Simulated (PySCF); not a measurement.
Can point charges reproduce the dipole moment of `[SiH3][SiH2]C1CCCC1`?

Coordinates (PBE0-D3(BJ)/def2-SVP, Å) and charges (e) from the PBE0/pcSseg-1 density (PySCF):

```
atom       x       y       z  Mulliken      IAO  Hirshfeld  ESP-fitted
 Si1   3.032   0.148   0.149   +0.1582  +0.2495    +0.2016     +0.1994
 Si2   1.274   0.271   1.705   +0.3458  +0.4468    +0.2414     +0.0868
  C3  -0.402   0.203   0.829   -0.5630  -0.3658    -0.1091     +0.0540
  C4  -0.711  -1.127   0.125   -0.1917  -0.2533    -0.0681     -0.0448
  C5  -1.812  -0.797  -0.910   -0.2150  -0.2643    -0.0667     -0.0962
  C6  -1.876   0.742  -0.987   -0.2138  -0.2571    -0.0676     -0.0533
  C7  -0.604   1.230  -0.290   -0.2032  -0.2469    -0.0686     -0.0856
  H8   3.140   1.420  -0.632   -0.0602  -0.0952    -0.0755     -0.0831
  H9   2.813  -0.970  -0.822   -0.0606  -0.0973    -0.0749     -0.0745
 H10   4.338  -0.088   0.841   -0.0546  -0.0889    -0.0733     -0.0620
 H11   1.412   1.548   2.476   -0.0501  -0.1035    -0.0800     -0.0642
 H12   1.399  -0.863   2.677   -0.0509  -0.1036    -0.0796     -0.0692
 H13  -1.173   0.382   1.602   +0.1498  +0.1338    +0.0356     +0.0389
 H14   0.190  -1.497  -0.394   +0.1274  +0.1233    +0.0295     +0.0245
 H15  -1.007  -1.916   0.833   +0.1294  +0.1365    +0.0385     +0.0179
 H16  -1.573  -1.240  -1.888   +0.1219  +0.1336    +0.0361     +0.0423
 H17  -2.783  -1.217  -0.609   +0.1221  +0.1341    +0.0362     +0.0352
 H18  -2.754   1.114  -0.435   +0.1189  +0.1290    +0.0346     +0.0313
 H19  -1.968   1.116  -2.018   +0.1220  +0.1349    +0.0383     +0.0261
 H20   0.249   1.194  -0.993   +0.1356  +0.1190    +0.0316     +0.0552
 H21  -0.674   2.267   0.073   +0.1320  +0.1353    +0.0402     +0.0214
```

Task: Compute μ = Σ q r for each scheme (1 e·Å = 4.803 D) and compare with the dipole of the full density.

Result: The full density gives (-1.14, 0.00, -0.22) D, 1.17 D in size; dipole vectors point from the negative to the positive end.

```
    scheme     μx     μy     μz  size (D)  share of the full size (%)  angle to the full dipole (°)
  Mulliken   0.10  -0.12  -0.29      0.33                          28                            98
       IAO  -0.11   0.00   0.34      0.36                          31                            83
 Hirshfeld  -0.54   0.01  -0.03      0.54                          46                             7
ESP-fitted  -1.14  -0.03  -0.26      1.17                         100                             2
```

Task: Which set comes closest?

Result: Length of the difference vector: ESP-fitted 0.05 D, Hirshfeld 0.63 D, IAO 1.17 D, Mulliken 1.26 D. Closest: ESP-fitted. The schemes that divide the density aren't constrained to reproduce the dipole.

Task: What is left for the Hirshfeld atoms' own dipoles?

Result: The Hirshfeld atoms' densities add up to the full density, so μ = Σ q r + Σ (atomic dipoles). The atomic dipoles sum to (-1.14, 0.00, -0.22) − (-0.54, 0.01, -0.03) = (-0.60, -0.01, -0.19) D, 0.63 D in size.

Task: With the origin at the mean of the coordinates, (0.024, 0.091, 0.063) Å, which are the largest single terms, by size, of the IAO dipole along the direction of the full one?

Result: Si1 -3.56, Si2 -3.30, C6 -2.55, C5 -2.53, H10 +1.87 D; all 21 atoms together +0.05 D. The single terms depend on the origin, their sum doesn't.

Task: Give the size of the full dipole in other units.

Result: 1.17 D = 0.459 au = 0.243 e·Å = 3.89 × 10⁻³⁰ C·m.

One conformer (not necessarily the lowest) at the PBE0-D3(BJ)/def2-SVP geometry, without solvent, vibrations or thermal averaging.
